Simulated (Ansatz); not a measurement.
Ideal-gas functions of C2H3BClFO, SMILES `C=COB(F)Cl` at 600 K and 1 bar, from an Ansatz frequency run at PBE0-D4/def2-TZVP.

Molar mass 108.31 g/mol, point group C1 (symmetry number 1), electronic degeneracy 1, moments of inertia 68.285, 312.391, 368.268 u Å². Harmonic wavenumbers (cm⁻¹, unscaled): 48, 124, 167, 303, 388, 540, 598, 677, 774, 908, 952, 992, 1158, 1259, 1345, 1420, 1467, 1719, 3186, 3214, 3281.

Use S(trans) = R[1.5 ln M + 2.5 ln T − 1.1517]; rotational temperatures θ = 24.2544 K / I; S(rot) = R[ln(√π/σ · √(T³/θAθBθC)) + 1.5]; for each mode x = 1.438777 ν̃/T, S = R[x/(eˣ − 1) − ln(1 − e⁻ˣ)] and H = RT x/(eˣ − 1); 1 cm⁻¹ = 0.0119627 kJ/mol; R = 8.31446 J/(mol·K).

Problem. By hand: the entropy, in J/(mol·K).

Solution. Translation 181.8. Rotation: θ = 0.3552, 0.0776, 0.0659 K, giving 123.2. Vibration, mode by mode: 26.29, 18.43, 15.98, 11.15, 9.21, 6.72, 6.00, 5.14, 4.27, 3.31, 3.05, 2.83, 2.07, 1.71, 1.45, 1.25, 1.14, 0.70, 0.03, 0.03, 0.03, in all 120.8. Electronic 0.0. Sum 425.8 J/(mol·K).

Problem. By hand: H − E and G − E in kJ/mol, counted from the electronic energy.

Solution. Zero-point energy ½ × 24520 × 0.0119627 = 146.7; thermal vibration 35.6; translation, rotation and pV give 4 RT = 20.0. H − E = 202.3 kJ/mol, and G − E = 202.3 − 600 × 425.8/1000 = -53.2 kJ/mol.

Vibration gives 28 % of the entropy, 44.7 J/(mol·K) of it from the modes under 150 cm⁻¹: soft modes count most, and the harmonic formula is weakest for them. The sum counts one conformer and one mirror image; others add a mixing term.
